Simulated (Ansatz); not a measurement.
Species: C$_{2}$H$_{10}$GeN, net charge 1, singlet state. It need not be the lowest isomer of its formula. 
Structure (B3LYP-D3(BJ)/def2-TZVP (Ansatz, an electronic-structure program) minimum search):
```
N
H 1 1.0203
C 1 1.4969 2 107.46
H 3 1.0875 1 109.53 2 -59.01
H 3 1.0879 4 109.82 1 119.43
H 3 1.0885 4 109.74 5 120.38
C 1 1.4969 2 107.46 3 120.43
H 7 1.0875 1 109.53 2 59.01
H 7 1.0879 8 109.82 1 -119.43
H 7 1.0885 8 109.74 9 -120.38
Ge 1 2.0038 2 106.39 3 -119.79
H 11 1.5239 1 101.31 2 180.00
H 11 1.5242 12 115.76 1 109.85
H 11 1.5242 12 115.76 13 140.30
```
Charge +1, spin multiplicity 1.

Basis-set convergence of Hartree-Fock and CCSD correlation energies (hartree) with Ansatz. Cores are frozen in the correlated levels unless marked. No spin-orbit coupling. The frozen core is the preceding noble-gas configuration, with the filled d and f shells of earlier blocks. No relativistic terms.

| basis | functions | E(HF) | E(corr, CCSD) |
|---|---|---|---|
| cc-pVDZ | 119 | -2211.12923 | -0.62634 |
| cc-pVTZ | 273 | -2211.24417 | -0.74456 |
| cc-pVQZ | 533 | -2211.25724 | -0.77989 |

Extrapolating the two largest sets (X = 3 and 4) as X^-3: E(corr) = (64·(-0.77989) - 27·(-0.74456))/37 = -0.8057 Eh, an estimate of the basis-set limit. The largest set recovers 96.8 % of it, the smallest 77.7 %.
